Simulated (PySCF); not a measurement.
HP2 (SMILES P#[PH+]), charge +1, singlet, geometry from GFN2-xTB; PySCF with BHANDHLYP/def2-SVPD, TDDFT.

The PySCF input:
```python
from pyscf import gto, scf, dft, tdscf

mol = gto.Mole()
mol.atom = '''
    P    -0.000000   -0.000000   -1.025967
    P     0.000000    0.000000    0.875030
    H     0.000000    0.000000    2.264069
'''
mol.basis = 'def2-svpd'
mol.charge = 1
mol.spin = 0
mol.verbose = 4
mol.build()

mf = dft.RKS(mol)
mf.xc = 'bhandhlyp'
mf.kernel()
td = mf.TDDFT()
td.nstates = 5
td.kernel()
td.analyze()
```

Output, abridged:

```
PySCF version 2.14.0

[INPUT] verbose = 4
[INPUT] num. atoms = 3
[INPUT] num. electrons = 30
[INPUT] charge = 1
[INPUT] spin (= nelec alpha-beta = 2S) = 0
[INPUT] symmetry False subgroup None
[INPUT] Mole.unit = angstrom
[INPUT] Symbol           X                Y                Z      unit          X                Y                Z       unit  Magmom
[INPUT]  1 P      0.000000000000   0.000000000000  -1.025967000000 AA    0.000000000000   0.000000000000  -1.938796642842 Bohr   0.0
[INPUT]  2 P      0.000000000000   0.000000000000   0.875030000000 AA    0.000000000000   0.000000000000   1.653567050778 Bohr   0.0
[INPUT]  3 H      0.000000000000   0.000000000000   2.264069000000 AA    0.000000000000   0.000000000000   4.278470337118 Bohr   0.0

nuclear repulsion = 70.7599884898028
number of shells = 24
number of NR pGTOs = 94
number of NR cGTOs = 56
basis = def2-svpd
ecp = {}

******** <class 'pyscf.dft.rks.RKS'> ********
method = RKS
initial guess = minao
damping factor = 0
level_shift factor = 0
DIIS = <class 'pyscf.scf.diis.CDIIS'>
diis_start_cycle = 1
diis_space = 8
diis_damp = 0
SCF conv_tol = 1e-09
SCF conv_tol_grad = None
SCF max_cycles = 50
direct_scf = True
direct_scf_tol = 1e-13
XC library pyscf.dft.libxc version 7.1.2
    S. Lehtola, C. Steigemann, M. J. T. Oliveira, and M. A. L. Marques,  SoftwareX 7, 1–5 (2018)
XC functionals = bhandhlyp
    A. D. Becke,  J. Chem. Phys. 98, 1372 (1993)
    Defined through Gaussian implementation.
radial grids:
    Treutler-Ahlrichs [JCP 102, 346 (1995); DOI:10.1063/1.469408] (M4) radial grids

becke partition: Becke, JCP 88, 2547 (1988); DOI:10.1063/1.454033
pruning grids: <function nwchem_prune>
grids dens level: 3
symmetrized grids: False
atomic radii adjust function: <function treutler_atomic_radii_adjust>
small_rho_cutoff = 0
Set gradient conv threshold to 3.16228e-05
Initial guess from minao.
tot grids = 48168
init E= -683.135592004004
  HOMO = -0.311109082360049  LUMO = -0.117768953443169  gap/eV = 5.26105
cycle= 1 E= -682.683016014373  delta_E= 0.453  |g|= 0.23  |ddm|= 2.14
  HOMO = -0.610716701942138  LUMO = -0.339329490213285  gap/eV = 7.38482
cycle= 2 E= -682.690821129282  delta_E= -0.00781  |g|= 0.203  |ddm|= 0.667
  HOMO = -0.587614359191893  LUMO = -0.322266439336702  gap/eV = 7.22048
cycle= 3 E= -682.699896193294  delta_E= -0.00908  |g|= 0.13  |ddm|= 0.399
  HOMO = -0.578366887910611  LUMO = -0.311511862813914  gap/eV = 7.26150
cycle= 4 E= -682.706342981867  delta_E= -0.00645  |g|= 0.00949  |ddm|= 0.171
  HOMO = -0.579748940348345  LUMO = -0.311421774298086  gap/eV = 7.30155
cycle= 5 E= -682.706382413825  delta_E= -3.94e-05  |g|= 0.00252  |ddm|= 0.0208
  HOMO = -0.579172459414518  LUMO = -0.311033803890565  gap/eV = 7.29642
cycle= 6 E= -682.706385284641  delta_E= -2.87e-06  |g|= 0.000378  |ddm|= 0.00561
  HOMO = -0.579262167432795  LUMO = -0.311091698822544  gap/eV = 7.29729
cycle= 7 E= -682.706385357735  delta_E= -7.31e-08  |g|= 0.00011  |ddm|= 0.000993
  HOMO = -0.579264174693152  LUMO = -0.311095326386501  gap/eV = 7.29725
cycle= 8 E= -682.70638536349  delta_E= -5.75e-09  |g|= 1.57e-05  |ddm|= 0.00029
  HOMO = -0.57926411740583  LUMO = -0.311094463741588  gap/eV = 7.29727
cycle= 9 E= -682.706385363659  delta_E= -1.7e-10  |g|= 4.02e-06  |ddm|= 5.36e-05
  HOMO = -0.579263896182046  LUMO = -0.311094580275613  gap/eV = 7.29726
Extra cycle  E= -682.706385363646  delta_E= 1.3e-11  |g|= 6.9e-06  |ddm|= 1.45e-05
converged SCF energy = -682.706385363646

******** <class 'pyscf.tdscf.rks.TDDFT'> for <class 'pyscf.dft.rks.RKS'> ********
nstates = 5 singlet
deg_eia_thresh = 1.000e-03
wfnsym = None
conv_tol = 1e-05
eigh lindep = 1e-12
eigh level_shift = 0
eigh max_cycle = 100

Excitation energies (eV)
[3.2513836  3.68492583 3.68493067 5.1094447  5.1094447 ]

** Singlet excitation energies and oscillator strengths **
Excited State   1:      3.25138 eV    381.33 nm  f=0.0000
      14 -> 16       -0.18565
      14 -> 17       -0.46770
      15 -> 16        0.46770
      15 -> 17       -0.18565
Excited State   2:      3.68493 eV    336.46 nm  f=0.0000
      14 -> 16        0.37374
      14 -> 17        0.33240
      15 -> 16        0.33240
      15 -> 17       -0.37374
Excited State   3:      3.68493 eV    336.46 nm  f=0.0000
      14 -> 16       -0.33240
      14 -> 17        0.37374
      15 -> 16        0.37374
      15 -> 17        0.33240
Excited State   4:      5.10944 eV    242.66 nm  f=0.0174
      14 -> 18       -0.47379
      15 -> 18        0.52198
Excited State   5:      5.10944 eV    242.66 nm  f=0.0174
      14 -> 18       -0.52198
      15 -> 18       -0.47379

** Transition electric dipole moments (AU) **
state          X           Y           Z        Dip. S.      Osc.
  1        -0.0000      0.0000      0.0000      0.0000      0.0000
  2        -0.0000      0.0000      0.0000      0.0000      0.0000
  3         0.0000      0.0000     -0.0000      0.0000      0.0000
  4         0.3666     -0.0685      0.0000      0.1391      0.0174
  5        -0.0685     -0.3666      0.0000      0.1391      0.0174

** Transition velocity dipole moments (imaginary part, AU) **
state          X           Y           Z        Dip. S.      Osc.
  1        -0.0000      0.0000     -0.0000      0.0000      0.0000
  2        -0.0000      0.0000      0.0000      0.0000      0.0000
  3         0.0000     -0.0000     -0.0000      0.0000      0.0000
  4         0.0627     -0.0117      0.0000      0.0041      0.0144
  5        -0.0117     -0.0627      0.0000      0.0041      0.0144

** Transition magnetic dipole moments (imaginary part, AU) **
state          X           Y           Z
  1         0.0000      0.0000      0.0000
  2         0.0000      0.0000      0.0000
  3        -0.0000      0.0000      0.0000
  4        -0.0240     -0.1284     -0.0000
  5        -0.1284      0.0240     -0.0000
```
